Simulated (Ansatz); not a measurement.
Start from `C=COC(C)=O` and change one atom or group to get `CC(=O)[O][GeH3]`.

Ansatz, PBE0-D4/def2-TZVP geometries, multiplicity 1. Each molecule was computed in one conformer, which needn't be the lowest.

Scalar relativity is left out up to krypton.

| property | `C=COC(C)=O` |
| --- | --- |
| LUMO energy (ωB97M-V/def2-TZVPP) / eV | 1.81 |
| HOMO energy (PBE/def2-TZVPP) / eV | -6.22 |
| size of the dipole moment (ωB97M-V/def2-TZVPP) / D | 1.81 |
| HOMO energy (ωB97M-V/def2-TZVPP) / eV | -9.60 |
| HOMO–LUMO gap (PBE/def2-TZVPP) / eV | 4.74 |
| zero-point energy (PBE0-D4/def2-TZVP) / kJ/mol | 248.0 |

(1) Give the same properties after the change, and the shifts. (Estimate.)

Results:

(1) Ansatz gave: 
```tsv
property	`CC(=O)[O][GeH3]`	shift
LUMO energy (ωB97M-V/def2-TZVPP) / eV	1.93	0.12
HOMO energy (PBE/def2-TZVPP) / eV	-6.36	-0.14
size of the dipole moment (ωB97M-V/def2-TZVPP) / D	1.52	-0.29
HOMO energy (ωB97M-V/def2-TZVPP) / eV	-10.45	-0.85
HOMO–LUMO gap (PBE/def2-TZVPP) / eV	5.48	0.74
zero-point energy (PBE0-D4/def2-TZVP) / kJ/mol	197.9	-50.1
```

With PBE0 the HOMO falls by 0.65 eV and the LUMO rises by 0.57 eV, so the gap widens by about 1.22 eV. PBE moves the HOMO by -0.14 eV and ωB97M-V by -0.85 eV. The zero-point energy changes by -50.1 kJ/mol with -3 modes. Dipoles are sizes alone; their direction can turn.
